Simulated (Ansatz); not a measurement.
FH8N3OSi2 (`N[Si@H](O)N[Si@@H](N)F`) at its PBE0-D4/def2-TZVP geometry, where that method's forces vanish. Charge 0, multiplicity 1.

```json
{"atom": "N1", "x (Å)": "1.1582", "y (Å)": "-1.9998", "z (Å)": "-1.4091"}
{"atom": "Si2", "x (Å)": "0.6322", "y (Å)": "-1.2844", "z (Å)": "0.0470"}
{"atom": "O3", "x (Å)": "-0.9372", "y (Å)": "-1.4995", "z (Å)": "0.4498"}
{"atom": "N4", "x (Å)": "0.8556", "y (Å)": "0.4358", "z (Å)": "-0.1083"}
{"atom": "Si5", "x (Å)": "-0.0478", "y (Å)": "1.7152", "z (Å)": "0.5416"}
{"atom": "N6", "x (Å)": "-1.7189", "y (Å)": "1.3081", "z (Å)": "0.4250"}
{"atom": "F7", "x (Å)": "0.1513", "y (Å)": "1.9418", "z (Å)": "2.1122"}
{"atom": "H8", "x (Å)": "1.5277", "y (Å)": "-2.9363", "z (Å)": "-1.3908"}
{"atom": "H9", "x (Å)": "0.7013", "y (Å)": "-1.8045", "z (Å)": "-2.2858"}
{"atom": "H10", "x (Å)": "1.4937", "y (Å)": "-1.8974", "z (Å)": "1.0859"}
{"atom": "H11", "x (Å)": "-1.4432", "y (Å)": "-0.6794", "z (Å)": "0.5748"}
{"atom": "H12", "x (Å)": "1.7349", "y (Å)": "0.6980", "z (Å)": "-0.5334"}
{"atom": "H13", "x (Å)": "0.3811", "y (Å)": "2.9773", "z (Å)": "-0.1044"}
{"atom": "H14", "x (Å)": "-2.3465", "y (Å)": "1.7409", "z (Å)": "1.0869"}
{"atom": "H15", "x (Å)": "-2.1424", "y (Å)": "1.2842", "z (Å)": "-0.4912"}
```

Question: For each bond, give half the difference of the two atoms' forces along it (eV/Å; positive pushes the atoms apart) under PBE-D4, r2SCAN-D4, B3LYP-D4, ωB97M-V in def2-TZVPP. (An estimate is asked.)

Answer: Ansatz gave: 
| bond | length (Å) | PBE-D4 | r2SCAN-D4 | B3LYP-D4 | ωB97M-V |
| --- | --- | --- | --- | --- | --- |
| N1–Si2 | 1.705 | 0.00 | 0.00 | 0.04 | 0.06 |
| N1–H8 | 1.007 | 0.19 | 0.01 | -0.02 | -0.03 |
| N1–H9 | 1.008 | 0.20 | 0.03 | -0.02 | -0.03 |
| Si2–O3 | 1.635 | 0.25 | 0.04 | 0.13 | 0.13 |
| Si2–N4 | 1.742 | 0.03 | 0.00 | 0.08 | 0.04 |
| Si2–H10 | 1.482 | -0.03 | -0.04 | -0.17 | -0.20 |
| O3–H11 | 0.972 | 0.38 | 0.02 | -0.06 | -0.14 |
| N4–Si5 | 1.696 | 0.01 | 0.02 | 0.04 | 0.02 |
| N4–H12 | 1.011 | 0.16 | 0.02 | -0.05 | -0.04 |
| Si5–N6 | 1.724 | 0.06 | 0.00 | 0.09 | 0.06 |
| Si5–F7 | 1.599 | 0.47 | 0.04 | 0.18 | 0.15 |
| Si5–H13 | 1.481 | -0.06 | -0.05 | -0.19 | -0.21 |
| N6–H14 | 1.010 | 0.20 | 0.02 | -0.03 | -0.04 |
| N6–H15 | 1.010 | 0.18 | 0.02 | -0.03 | -0.02 |

B3LYP here is the variant with VWN-RPA as its local correlation; programs differ in this.
